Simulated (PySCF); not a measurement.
# Electron correlation in W²⁺ (tungsten, charge +2)

[Xe] 4f14 5d4, high-spin 5D determinant. Calculation: PySCF 2.14, in def2-QZVPPD with the def2 core potential (60 electrons) (7s6p4d3f2g, 84 functions); a scalar-relativistic core potential. Frozen: nothing; 12 electrons correlated.

```
  level  correlation energy (mhartree)
   CCSD                        -292.05
    (T)                          -6.34
CCSD(T)                        -298.39
```

Diagnostics: T1 = 0.0066, D1 = 0.0282, largest double amplitude 0.020.

Spin-orbit coupling, absent here, splits the open shell strongly.

Cost of the coupled-cluster step: roughly 70 core-seconds, for 12 correlated electrons.

Iterations:

```
CC2 = 0
CCSD nocc = (np.int64(8), np.int64(4)), nmo = (84, 84)
frozen orbitals [[], []]
max_cycle = 100
direct = 0
conv_tol = 1e-08
conv_tol_normt = 1e-06
diis_space = 8
diis_start_cycle = 0
Init t2, MP2 energy = -0.282600557023754
Init E_corr(UCCSD) = -0.282600557024826
cycle = 1  E_corr(UCCSD) = -0.288818503855995  dE = -0.00621794683  norm(t1,t2) = 0.0249926
cycle = 2  E_corr(UCCSD) = -0.291560309146444  dE = -0.00274180529  norm(t1,t2) = 0.00589157
cycle = 3  E_corr(UCCSD) = -0.292014593073922  dE = -0.000454283927  norm(t1,t2) = 0.00271521
cycle = 4  E_corr(UCCSD) = -0.292058304545146  dE = -4.37114712e-05  norm(t1,t2) = 0.00186785
cycle = 5  E_corr(UCCSD) = -0.291992477615667  dE = 6.58269295e-05  norm(t1,t2) = 0.00160057
cycle = 6  E_corr(UCCSD) = -0.292046378657394  dE = -5.39010417e-05  norm(t1,t2) = 0.000822026
cycle = 7  E_corr(UCCSD) = -0.292051659554734  dE = -5.28089734e-06  norm(t1,t2) = 9.79433e-05
cycle = 8  E_corr(UCCSD) = -0.292048083512562  dE = 3.57604217e-06  norm(t1,t2) = 2.23392e-05
cycle = 9  E_corr(UCCSD) = -0.292048437216268  dE = -3.53703707e-07  norm(t1,t2) = 5.45972e-06
cycle = 10  E_corr(UCCSD) = -0.29204848306352  dE = -4.5847252e-08  norm(t1,t2) = 9.19889e-07
cycle = 11  E_corr(UCCSD) = -0.292048463116251  dE = 1.99472696e-08  norm(t1,t2) = 1.78818e-07
cycle = 12  E_corr(UCCSD) = -0.292048462020796  dE = 1.095455e-09  norm(t1,t2) = 3.33606e-08
UCCSD converged
E(UCCSD) = -65.84615662258425  E_corr = -0.2920484620207958
UCCSD(T) correction = -0.00634126523584593
```

The basis has no tight functions for the innermost shells, so their pair energies are far from complete.

This basis was not built for core-valence correlation, so the inner-shell part is incomplete.
